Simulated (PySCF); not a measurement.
Spectra and structures to be paired. Method: PySCF 2.14.0, density-fitted response routines, TDDFT CAM-B3LYP/def2-SVPD, vertical, gas phase, core orbitals frozen in the response, def2 core potentials past Kr. Geometries: PBE0-D3(BJ)/def2-SVP; one conformer of each isolated species. Triplets are in the Tamm–Dancoff approximation. Atoms past krypton carry core potentials; spin–orbit coupling is left out.

A. `CC[N](CC)[Zr]([Cl])([Cl])[Cl]`
B. `C=C[Si](I)(I)I`
C. `CSc1ccncc1`
D. `BCBC#C`

Lowest singlet levels (six at most, fewer where fewer were computed) with oscillator strengths:

1. 316 nm (f 0.002); 272 nm (f 0.020); 254 nm (f 0.000); 220 nm (f 0.007); 214 nm (f 0.179); 207 nm (f 0.013); T1 3.79 eV
2. 297 nm (f 0.001); 228 nm (f 0.093); 223 nm (f 0.008); 208 nm (f 0.008); 196 nm (f 0.003); 184 nm (f 0.011); T1 3.85 eV
3. 240 nm (f 0.004); 238 nm (f 0.007); 233 nm (f 0.229); 231 nm (f 0.000); 221 nm (f 0.000); 197 nm (f 0.177); T1 3.93 eV
4. 273 nm (f 0.000); 259 nm (f 0.022); 254 nm (f 0.032); 240 nm (f 0.030); 235 nm (f 0.014); 234 nm (f 0.024); T1 4.10 eV

Question: Which spectrum belongs to which structure?

Answer: 1 = A, 2 = D, 3 = C, 4 = B.
- A: S1 at 3.92 eV, HOMO→LUMO (96%); for S1 the Löwdin share of zirconium is 9% in HOMO and 70% in LUMO (ligand-to-metal charge transfer by this measure); HOMO -8.66 and LUMO -1.02 eV.
- B: S1 at 4.54 eV, HOMO→LUMO (94%); Löwdin shares by element: HOMO iodine 100%; LUMO iodine 72%, silicon 23%; HOMO -8.69 and LUMO -1.05 eV; point group Cs, 1 of its 6 listed states under f = 0.0005.
- C: S1 at 5.17 eV, HOMO-1→LUMO (95%); Löwdin shares by element: HOMO sulfur 49%, carbon 20% or more, nitrogen 9% (atoms not listed hold the other 22%); LUMO carbon 46% or more, nitrogen 20% (atoms not listed hold the other 34%); HOMO -7.87 and LUMO 0.20 eV; point group Cs, 2 of its 6 listed states under f = 0.0005.
- D: S1 at 4.18 eV, HOMO→LUMO (87%), HOMO→LUMO+1 (10%); Löwdin shares by element: HOMO carbon 79%, boron 9% or more; LUMO boron 43%, carbon 28% or more (atoms not listed hold the other 29%); HOMO -9.35 and LUMO -1.20 eV.
